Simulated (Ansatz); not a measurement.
In₃P₃⁺. The state is a doublet with charge 1. Geometry PBE-D4/def2-SVP.

| atom | x (Å) | y (Å) | z (Å) |
| --- | --- | --- | --- |
| In1 | -1.747 | -1.865 | 0.393 |
| In2 | -0.815 | 3.132 | 0.658 |
| In3 | 1.498 | -0.512 | -2.045 |
| P4 | 1.108 | -1.675 | 0.544 |
| P5 | 0.662 | 0.332 | 1.064 |
| P6 | -0.706 | 0.588 | -0.614 |

In the def2 sets In takes a core potential, while STO-3G treats all electrons; there is no spin–orbit coupling. LC-ωPBE has ω = 0.4 bohr⁻¹. At HF/STO-3G the charge 1 doublet is spin-contaminated (final ⟨S²⟩ up to 1.66, 0.75 for a pure state). Another isomer (doublet) lies 0.46 eV lower at PBE0-D4/def2-TZVP; other spin states weren't run for this one.

Q: Estimate the α-spin orbital energies around the gap (eV) in Ansatz with HF/STO-3G, PBE-D4/def2-TZVP, PBE0-D4/def2-SVP, PBE0-D4/def2-TZVP, LC-ωPBE/def2-TZVP.

A: 
```
orbital  HF/STO-3G  PBE-D4/def2-TZVP  PBE0-D4/def2-SVP  PBE0-D4/def2-TZVP  LC-ωPBE/def2-TZVP
HOMO−13     -17.31            -22.20            -24.84             -24.74             -27.39
HOMO−12     -17.29            -22.17            -24.81             -24.70             -27.35
HOMO−11     -17.27            -20.79            -23.27             -23.01             -26.59
HOMO−10     -17.27            -17.82            -19.90             -19.75             -23.17
 HOMO−9     -17.17            -15.52            -17.21             -17.15             -20.35
 HOMO−8     -13.81            -13.20            -14.52             -14.40             -17.39
 HOMO−7     -13.79            -13.10            -14.38             -14.29             -17.17
 HOMO−6     -12.06            -11.86            -12.99             -12.91             -15.51
 HOMO−5     -10.42            -11.23            -12.33             -12.23             -14.69
 HOMO−4     -10.24            -10.77            -11.86             -11.78             -14.30
 HOMO−3      -9.94             -9.94            -10.76             -10.69             -12.83
 HOMO−2      -8.58             -9.62            -10.54             -10.44             -12.55
 HOMO−1      -7.94             -9.11             -9.98              -9.92             -12.18
   HOMO      -7.38             -8.56             -9.57              -9.49             -11.66
   LUMO       1.53             -7.19             -6.65              -6.61              -4.89
 LUMO+1       1.60             -6.26             -5.56              -5.56              -3.72
 LUMO+2       1.81             -6.22             -5.55              -5.54              -3.66
 LUMO+3       1.95             -6.17             -5.50              -5.50              -3.58
 LUMO+4       2.69             -5.38             -4.72              -4.73              -2.94
 LUMO+5       3.52             -5.34             -4.66              -4.62              -2.70
 β HOMO      -6.59             -8.93             -9.65              -9.59             -11.54
 β LUMO       0.08             -7.77             -7.11              -7.04              -5.06
```
